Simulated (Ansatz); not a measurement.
`C[SiH](F)N=C=O` → `C[Si]F` + `N=C=O` at 600 K and 1 bar (silylene formation by 1,1-elimination).

Calculated with Ansatz (gas phase, PBE0-D4/def2-TZVP geometries, no zero-point term in ΔE). CBS: MP2 limit from def2 TZ/QZ plus the TZ coupled-cluster correction, frozen cores. This one scheme is used for every species. Each species was taken in one conformer, which may not be the lowest.

```tsv
species	CCSD(T)/CBS energy (Eh)	H − E (kJ/mol)	S (J/(mol·K))
`C[SiH](F)N=C=O`	-597.38266	227.8	464.3
`C[Si]F`	-428.74649	136.3	340.0
`N=C=O`	-168.51995	83.3	274.5
```

H − E and S are ideal-gas, rigid-rotor, harmonic terms from PBE0-D4/def2-TZVP, for one conformer and one mirror image of each species. 1 Eh = 2625.50 kJ/mol, R = 8.31446 J/(mol·K).

Problem. By hand: ΔE, ΔH, ΔS and ΔG.

Solution. ΔE = (-428.74649) + (-168.51995) − (-597.38266) = 0.11622 Eh = 305.1 kJ/mol. Δ(H − E) = 136.3 + 83.3 − 227.8 = -8.2, so ΔH = 296.9 kJ/mol. ΔS = 340.0 + 274.5 − 464.3 = 150.2 J/(mol·K). ΔG = 296.9 − 600 × (150.2)/1000 = 206.8 kJ/mol.

Problem. By hand: the equilibrium constant, and the temperature at which ΔG would vanish if ΔH and ΔS stayed fixed.

Solution. log₁₀ K = −ΔG/(RT ln 10) = -18.0. ΔG = 0 at ΔH/ΔS = 1977 K.

The number of gas molecules changes by +1, which sets the sign of ΔS. A doubt of 5 kJ/mol in ΔE shifts log₁₀ K by 0.4 here. Other conformers and mirror images would add mixing entropy, several J/(mol·K) or more a flexible species. Modes under 60 cm⁻¹, often nearly free rotors, make the harmonic entropy too high. These are equilibria of isolated gas molecules and say nothing of rates. Largest T1 diagnostic: 0.018 (customary marks: 0.02 for closed shells, 0.045 for open ones).
